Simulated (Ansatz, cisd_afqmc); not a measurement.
Species: HBr, charge 0, singlet. HBr (bromane, SMILES Br).
B3LYP-D3(BJ)/def2-TZVP minimum from Ansatz (a quantum-chemistry and plane-wave program):
```xyz
2

Br     0.0000     0.0000    -0.0396
H      0.0000     0.0000     1.3852
```
Charge 0, spin multiplicity 1.

Total energies in cc-pVDZ, 8 correlated electrons, 14 frozen orbitals. Radicals and triplets start from unrestricted determinants; spin-orbit coupling is neglected. Correlated methods leave the cores frozen (noble-gas shells, and filled d and f shells in the p block). No relativity. The Monte Carlo rows (phaseless AFQMC, CISD trial, step 0.005/hartree) carry one-sigma bars that omit the constraint's bias. Outlying blocks are dropped, and bars are widened where a walk drifts. Over all cases where full CI ran beside it in this data, AFQMC minus full CI had a median of +0.1 mEh and passed +0.4 mEh in a tenth of the cases. Spin-orbit terms, left out, reach several kcal/mol for Br and I, and more for heavier atoms.

```
method         program          energy (Eh)  error against FCI (mEh)
----------  ----------  -------------------  -----------------------
HF              Ansatz          -2572.97016                   143.51
MP2             Ansatz          -2573.09574                    17.93
CCSD            Ansatz          -2573.11117                     2.50
CCSD(T)         Ansatz          -2573.11320                     0.47
CCSDT(Q)        Ansatz          -2573.11365                     0.02
CCSDTQ          Ansatz          -2573.11366                     0.01
AFQMC/CISD  cisd_afqmc  -2573.1137 ± 0.0002                0.0 ± 0.2
FCI             Ansatz          -2573.11367                     0.00
```
